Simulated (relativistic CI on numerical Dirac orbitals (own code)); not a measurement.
## What each ingredient does to the levels of C3+

Base calculation: Dirac-Coulomb-Breit CI, KLI orbitals optimised for each configuration, model QED (radiative potential, 1s self-energy scaled to tabulated hydrogen-like ionisation energies), valence Slater integrals scaled by 0.85, P86 correlation energy added to each configuration.

Configurations in the expansion (outside the closed core 1s2): 2s, 2p, 3s, 3p, 3d, 4s, 4p, 4f, 4d, 5s, 5p, 5g, 5f, 5d, 6s, 6p, 6d. Levels of other configurations are missing.

The lowest level and the first level of each name with at least 55 % of one term (blank where a level has no safe partner in the second run):

| Level | Base (cm⁻¹) | Shift (cm⁻¹) |
| --- | --- | --- |
| 2s 2S_1/2 | 0 | 0 |
| 2p 2P°_1/2 | 66224 | +15 |
| 2p 2P°_3/2 | 66325 | +15 |
| 3s 2S_1/2 | 302923 | +9 |
| 3p 2P°_1/2 | 320259 | +14 |
| 3p 2P°_3/2 | 320286 | +14 |
| 3d 2D_3/2 | 323362 | +13 |
| 3d 2D_5/2 | 323371 | +13 |
| 4s 2S_1/2 | 401429 | +11 |
| 4p 2P°_1/2 | 408463 | +13 |
| 4p 2P°_3/2 | 408474 | +13 |
| 4d 2D_3/2 | 410029 | +13 |
| 4d 2D_5/2 | 410033 | +13 |
| 4f 2F°_5/2 | 412793 | +13 |

For a near-neutral ion this model can misplace configurations by up to about 10,000 cm⁻¹ (more where the count of f electrons changes) and terms by 10 to 25 % of their spread. Rates follow the energies as ν³ (E1, M1) or ν⁵ (E2), so they and the lifetimes can be off by large factors. The fine structure of a lone outer electron comes out too small, for d and f at times inverted, and misplaced configurations move strength between like terms. 24 of the 24 excited levels that our extract of the measured tables holds in this range could be paired (the sources list more); they are missed by 735 cm⁻¹ on average and 2358 at most, and levels without a partner can miss by more.

One thing was changed in a second run, which moved the levels as shown. Which?
A. one mean potential for all configurations
B. QED terms removed
C. valence Slater integrals scaled by 0.75
D. no correlation estimate
E. configuration mixing switched off
F. Breit term removed

B. QED terms removed. QED shifts follow the density of s (and p1/2) electrons at the nucleus, so configurations move by their count of such electrons; where none moves, the smaller shifts of p3/2 electrons and of j = l + 1/2 against j = l − 1/2 set the pattern.
